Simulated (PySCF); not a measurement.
Exercise with solution: dipole moment from atomic charges

B(CCH)(Cl)(Me) (C3H4BCl), SMILES C#CB(C)Cl. Atoms are numbered in the order given.

```xyz
9

B      0.2485    -0.1533     0.1991
C     -1.0336    -0.9147    -0.1174
C     -2.0495    -1.5433    -0.3549
H     -2.9499    -2.0914    -0.5692
Cl     0.3853     1.4921    -0.4209
C      1.4197    -0.7966     1.0038
H      2.1728    -0.0729     1.3424
H      1.9197    -1.5251     0.3387
H      1.0455    -1.3812     1.8587
```

The structure is a stationary point at PBE0-D3(BJ)/def2-SVP. The structure was generated by enumeration, and PubChem lists no compound with its InChIKey, so it may never have been made.

Charges (e) from PBE/def2-TZVP (PySCF):

```
atom  Mulliken  ESP fit
----  --------  -------
B1       0.076    0.479
C2       0.055   -0.177
C3      -0.237   -0.298
H4       0.172    0.289
Cl5     -0.107   -0.158
C6      -0.391   -0.675
H7       0.136    0.161
H8       0.150    0.187
H9       0.146    0.192
```

The dipole moment of the full density is 1.49 D.

Question: What dipole moment does each set of point charges give, and which comes closer to that of the density?

Answer: 
μ = Σ q r, and 1 e Å = 4.8032 D.
Mulliken: Σ q r = (0.080, -0.344, 0.152) e Å, |μ| = 1.85 D.
ESP fit: Σ q r = (-0.049, -0.316, 0.083) e Å, |μ| = 1.59 D.
ESP fit comes closer in size. Point charges leave out the atoms' own dipoles (lone pairs, polarised bonds); fits to the potential absorb them, partitions of the density don't.
